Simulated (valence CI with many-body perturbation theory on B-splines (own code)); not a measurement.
# E1 line list for Ge²⁵⁺

Method: valence CI with perturbative core correlation (CI+MBPT): five valence electrons over a frozen Dirac-Fock core [He], radial functions for each j: 9 s, 9 p, 8 d, 6 f, 3 g, 1 h, with the one-electron correlation potential Σ1 (screened to all orders), the two-electron term Σ2, the three-electron term Σ3, Breit, model QED; selected single and double excitations, second order for the rest (own B-spline code, finite nucleus).

No measured spectrum was set against this ion. As an estimate, levels of excited configurations hold to 0.05 to 0.15 % of their energy, terms of the ground configuration to about 0.5 %. Among the levels kept, up to 1700 cm⁻¹ of a level comes from second order outside the variational space, and about a tenth of that is noise between levels of different J, which matters for small intervals.

Lines 51 to 100 of 265 in falling wavelength, among levels below 1613.4 eV, chosen from the strongest by gf and those to the six lowest levels. Wavelengths and rates use the calculated energies, so an error of 1000 cm⁻¹ moves a line at 27.06 nm by 0.27 % and its rate by three times that or more. Electric multipoles are in the length gauge, E1 and E2 with the static RPA response of the core. Weak lines are less certain than strong ones. Lines between different terms over intervals too small for the method are left out, as are lines whose strength nearly cancels. Where a level lies close to another of its J and parity, the split of strength between their lines is uncertain. The highest levels of a list are the least certain.

Levels are named by their leading jj configuration (3d3/2^4 stands for four electrons in 3d with j = 3/2), which in mixed levels can hold well under half, so a name can repeat and another be missing. Letters in brackets count levels of one name in rising energy.

| λ vac (nm) | Upper | Lower | A (s⁻¹) | S (a.u.) |
| --- | --- | --- | --- | --- |
| 27.06 | (2s^2 2p1/2^2 3p3/2) J=3/2 | (2s^2 2p1/2^2 3s) J=1/2 | 5.97e+09 | 2.33e-01 |
| 26.86 | (2s^2 2p1/2 2p3/2 3d3/2) J=3/2 [b] | (2s^2 2p1/2 2p3/2 3p1/2) J=3/2 [b] | 3.06e+09 | 1.17e-01 |
| 26.58 | (2s^2 2p1/2 2p3/2 3d3/2) J=7/2 | (2s^2 2p1/2 2p3/2 3p3/2) J=5/2 [a] | 1.53e+09 | 1.14e-01 |
| 26.52 | (2s^2 2p1/2 2p3/2 3d3/2) J=3/2 [a] | (2s^2 2p1/2 2p3/2 3p1/2) J=3/2 [a] | 1.63e+09 | 6.00e-02 |
| 26.46 | (2s^2 2p3/2^2 3p3/2) J=3/2 [b] | (2s^2 2p3/2^2 3s) J=1/2 | 5.76e+09 | 2.11e-01 |
| 26.46 | (2s^2 2p1/2 2p3/2 3d5/2) J=5/2 [a] | (2s^2 2p1/2 2p3/2 3p3/2) J=5/2 [a] | 9.92e+08 | 5.44e-02 |
| 26.14 | (2s^2 2p1/2 2p3/2 3d5/2) J=5/2 [b] | (2s^2 2p1/2 2p3/2 3p3/2) J=3/2 [b] | 4.49e+09 | 2.37e-01 |
| 26.11 | (2s^2 2p3/2^2 3d3/2) J=7/2 | (2s^2 2p3/2^2 3p3/2) J=7/2 | 8.73e+08 | 6.13e-02 |
| 26.02 | (2s^2 2p1/2 2p3/2 3d3/2) J=1/2 [b] | (2s^2 2p1/2 2p3/2 3p1/2) J=3/2 [b] | 4.71e+09 | 8.20e-02 |
| 25.81 | (2s^2 2p1/2 2p3/2 3d3/2) J=5/2 [a] | (2s^2 2p1/2 2p3/2 3p1/2) J=3/2 [a] | 4.17e+09 | 2.12e-01 |
| 25.73 | (2s^2 2p3/2^2 3d3/2) J=7/2 | (2s^2 2p3/2^2 3p1/2) J=5/2 | 4.95e+09 | 3.33e-01 |
| 25.67 | (2s^2 2p1/2 2p3/2 3p3/2) J=3/2 [a] | (2s^2 2p1/2 2p3/2 3s) J=3/2 [a] | 2.45e+09 | 8.18e-02 |
| 25.59 | (2s^2 2p3/2^2 3d3/2) J=5/2 | (2s^2 2p3/2^2 3p1/2) J=3/2 | 2.02e+09 | 1.00e-01 |
| 25.58 | (2s 2p1/2^2 2p3/2 3p3/2) J=3/2 | (2s^2 2p3/2^2 3p1/2) J=3/2 | 2.66e+09 | 8.80e-02 |
| 25.54 | (2s^2 2p1/2 2p3/2 3p3/2) J=5/2 [b] | (2s^2 2p1/2 2p3/2 3s) J=3/2 [b] | 4.99e+09 | 2.46e-01 |
| 25.52 | (2s^2 2p1/2 2p3/2 3d3/2) J=7/2 | (2s^2 2p1/2 2p3/2 3p1/2) J=5/2 | 2.70e+09 | 1.77e-01 |
| 24.98 | (2s^2 2p1/2^2 3d3/2) J=3/2 | (2s^2 2p1/2^2 3p1/2) J=1/2 | 5.48e+09 | 1.69e-01 |
| 24.46 | (2s^2 2p1/2 2p3/2 3d3/2) J=3/2 [a] | (2s^2 2p1/2 2p3/2 3p1/2) J=1/2 | 3.37e+09 | 9.74e-02 |
| 23.72 | (2s^2 2p1/2 2p3/2 3p3/2) J=5/2 [b] | (2s^2 2p1/2 2p3/2 3s) J=5/2 | 2.69e+09 | 1.06e-01 |
| 23.70 | (2s^2 2p1/2 2p3/2 3d3/2) J=1/2 [a] | (2s^2 2p1/2 2p3/2 3p1/2) J=1/2 | 4.73e+09 | 6.22e-02 |
| 23.39 | (2s^2 2p1/2 2p3/2 3p3/2) J=3/2 [b] | (2s^2 2p1/2 2p3/2 3s) J=1/2 | 3.10e+09 | 7.82e-02 |
| 23.34 | (2s^2 2p3/2^2 3d5/2) J=3/2 | (2s^2 2p3/2^2 3p3/2) J=1/2 | 2.10e+09 | 5.26e-02 |
| 23.14 | (2s^2 2p1/2 2p3/2 3d3/2) J=5/2 [b] | (2s^2 2p1/2 2p3/2 3p3/2) J=5/2 [a] | 1.36e+09 | 4.99e-02 |
| 22.74 | (2s 2p1/2^2 2p3/2 3p3/2) J=5/2 | (2s 2p1/2^2 2p3/2 3s) J=5/2 | 2.09e+09 | 7.27e-02 |
| 22.68 | (2s^2 2p1/2 2p3/2 3p3/2) J=1/2 [b] | (2s^2 2p1/2 2p3/2 3s) J=3/2 [b] | 7.67e+09 | 8.84e-02 |
| 22.33 | (2s^2 2p1/2 2p3/2 3d3/2) J=5/2 [b] | (2s^2 2p1/2 2p3/2 3p1/2) J=5/2 | 1.49e+09 | 4.90e-02 |
| 21.80 | (2s^2 2p3/2^2 3d5/2) J=5/2 | (2s^2 2p3/2^2 3p3/2) J=5/2 | 2.46e+09 | 7.54e-02 |
| 21.58 | (2s^2 2p1/2 2p3/2 3d5/2) J=3/2 [b] | (2s^2 2p1/2 2p3/2 3p3/2) J=3/2 [a] | 2.49e+09 | 4.93e-02 |
| 21.37 | (2s^2 2p3/2^2 3p3/2) J=3/2 [a] | (2s^2 2p3/2^2 3s) J=3/2 | 8.61e+09 | 1.66e-01 |
| 20.39 | (2s^2 2p3/2^2 3p3/2) J=3/2 [a] | (2s^2 2p3/2^2 3s) J=5/2 | 3.51e+09 | 5.87e-02 |
| 19.79 | (2s^2 2p1/2 2p3/2 3p3/2) J=1/2 [b] | (2s^2 2p1/2 2p3/2 3s) J=1/2 | 4.67e+09 | 3.57e-02 |
| 18.82 | (2s^2 2p3/2^2 3p3/2) J=3/2 [b] | (2s^2 2p3/2^2 3s) J=3/2 | 2.92e+09 | 3.85e-02 |
| 16.15 | (2s 2p1/2 2p3/2^3) J=3/2 [a] | (2s^2 2p3/2^3) J=3/2 | 3.94e+08 | 3.28e-03 |
| 13.33 | (2s 2p1/2 2p3/2^2 3s) J=7/2 | (2s^2 2p3/2^2 3s) J=5/2 | 4.26e+09 | 3.98e-02 |
| 13.02 | (2s 2p1/2^2 2p3/2^2) J=5/2 | (2s^2 2p1/2 2p3/2^2) J=5/2 | 9.36e+08 | 6.12e-03 |
| 11.82 | (2s 2p1/2^2 2p3/2^2) J=1/2 | (2s^2 2p1/2 2p3/2^2) J=1/2 | 1.92e+09 | 3.13e-03 |
| 11.79 | (2s 2p1/2^2 2p3/2^2) J=5/2 | (2s^2 2p1/2 2p3/2^2) J=3/2 | 3.39e+09 | 1.65e-02 |
| 10.69 | (2s 2p1/2 2p3/2^3) J=3/2 [a] | (2s^2 2p1/2 2p3/2^2) J=5/2 | 6.45e+08 | 1.56e-03 |
| 10.64 | (2s 2p1/2 2p3/2^3) J=5/2 | (2s^2 2p3/2^3) J=3/2 | 7.50e+09 | 2.67e-02 |
| 10.46 | (2p1/2^2 2p3/2^3) J=3/2 | (2s 2p1/2 2p3/2^3) J=3/2 [c] | 3.19e+10 | 7.21e-02 |
| 10.22 | (2p1/2 2p3/2^4) J=1/2 | (2s 2p3/2^4) J=1/2 | 3.97e+10 | 4.18e-02 |
| 9.809 | (2s 2p1/2 2p3/2^2 3s) J=5/2 [a] | (2s^2 2p1/2 2p3/2 3s) J=3/2 [a] | 2.20e+10 | 6.14e-02 |
| 9.744 | (2s 2p1/2 2p3/2^2 3s) J=7/2 | (2s^2 2p1/2 2p3/2 3s) J=5/2 | 1.38e+10 | 5.05e-02 |
| 9.738 | (2p1/2^2 2p3/2^3) J=3/2 | (2s 2p1/2 2p3/2^3) J=1/2 | 1.39e+10 | 2.53e-02 |
| 9.627 | (2s 2p1/2^2 2p3/2^2) J=1/2 | (2s^2 2p1/2 2p3/2^2) J=3/2 | 1.73e+09 | 1.52e-03 |
| 9.274 | (2s 2p1/2 2p3/2^3) J=3/2 [b] | (2s^2 2p1/2 2p3/2^2) J=1/2 | 2.60e+09 | 4.09e-03 |
| 9.245 | (2s 2p1/2^2 2p3/2^2) J=5/2 | (2s^2 2p1/2^2 2p3/2) J=3/2 | 1.65e+10 | 3.87e-02 |
| 9.085 | (2s 2p1/2 2p3/2^2 3s) J=5/2 [b] | (2s^2 2p1/2 2p3/2 3s) J=5/2 | 8.83e+09 | 1.96e-02 |
| 8.630 | (2s 2p1/2 2p3/2^3) J=3/2 [c] | (2s^2 2p3/2^3) J=3/2 | 1.17e+10 | 1.48e-02 |
| 8.514 | (2p1/2^2 2p3/2^3) J=3/2 | (2s 2p1/2 2p3/2^3) J=5/2 | 5.19e+10 | 6.32e-02 |
